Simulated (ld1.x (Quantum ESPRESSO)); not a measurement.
# u(r) = r·R(r): atom against pseudo-atom (In (Z = 49))

Columns: radius, all-electron u(r) and pseudo u(r) of the 5p shell (level -8.43 eV) of indium in the configuration [Kr] 4d10 5s2 5p0; PBE, scalar-relativistic, RRKJ scheme, ld1.x (Quantum ESPRESSO) 7.5.

| r (bohr) | all-electron | pseudo |
| --- | --- | --- |
| 0.138 | -0.0149 | -0.0002 |
| 0.275 | -0.1574 | -0.0016 |
| 0.413 | 0.0102 | -0.0060 |
| 0.550 | 0.1884 | -0.0158 |
| 0.688 | 0.2608 | -0.0340 |
| 0.825 | 0.2333 | -0.0624 |
| 0.963 | 0.1448 | -0.1024 |
| 1.100 | 0.0306 | -0.1531 |
| 1.238 | -0.0889 | -0.2133 |
| 1.375 | -0.2003 | -0.2787 |
| 1.513 | -0.2996 | -0.3463 |
| 1.650 | -0.3833 | -0.4108 |
| 1.788 | -0.4526 | -0.4694 |
| 1.925 | -0.5074 | -0.5184 |
| 2.062 | -0.5494 | -0.5570 |
| 2.200 | -0.5802 | -0.5852 |
| 2.338 | -0.6008 | -0.6036 |
| 2.475 | -0.6127 | -0.6137 |
| 2.613 | -0.6171 | -0.6173 |
| 2.750 | -0.6153 | -0.6153 |
| 2.888 | -0.6082 | -0.6082 |
| 3.025 | -0.5968 | -0.5968 |
| 3.162 | -0.5821 | -0.5821 |
| 3.300 | -0.5646 | -0.5646 |
| 3.438 | -0.5451 | -0.5451 |
| 3.575 | -0.5243 | -0.5243 |

**Question.** How many radial nodes do the two functions have?

**Answer.** The all-electron 5p function has n − l − 1 = 3 (the table is too coarse to show those close to the nucleus); the pseudo-wave has 0, since the states of the same l below it are removed with the core.

**Question.** At about which radius was the pseudo-wave matched?

**Answer.** 2.75 bohr, where the columns begin to agree (steps of 0.14 bohr).

**Question.** Where does each function peak?

**Answer.** Outermost all-electron maximum near 2.61 bohr, pseudo maximum near 2.61 bohr (to the table’s step).

**Question.** Is the pseudo-wave norm-conserving?

**Answer.** Yes: the RRKJ scheme keeps the norm inside the radius equal to the all-electron one, which fixes the energy derivative of the logarithmic derivative at the level.
